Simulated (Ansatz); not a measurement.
`C[SiH](S)CO` + `F[Si](F)(S)S` → `C[SiH](F)CO` + `F[Si](S)(S)S`  (redistribution)

Calculated with Ansatz (gas phase, PBE0-D4/def2-TZVP geometries, no zero-point term in ΔE). CCSD(T)/CBS is the MP2 limit (def2-TZVPP, def2-QZVPP) plus CCSD(T) − MP2 in def2-TZVPP, frozen cores. Functionals use def2-TZVPP. B3LYP here is the variant with VWN-RPA as its local correlation; programs differ in this. One conformer a species, not always the lowest.

```csv
level,ΔE (kJ/mol)
PBE-D4,9.4
B3LYP-D4,7.2
ωB97X-V,8.5
B2PLYP,8.0
MP2/def2-TZVPP,10.2
CCSD(T)/def2-TZVPP,11.4
MP2/def2-QZVPP,9.4
SCS-MP2/def2-QZVPP,8.2
```

Task: What does CCSD(T)/CBS give? (Best estimate.)

Result: Computed: +9.7 kJ/mol. The listed levels differ from it by -0.3, -2.5, -1.2, -1.7, 0.5, 1.7, -0.3, -1.5 kJ/mol.

Largest T1 diagnostic among the species: 0.012.

In def2-TZVPP, CCSD(T) changes the Hartree–Fock value by +4.5 kJ/mol (the triples alone add +0.7 kJ/mol) and MP2 by +3.3 kJ/mol.
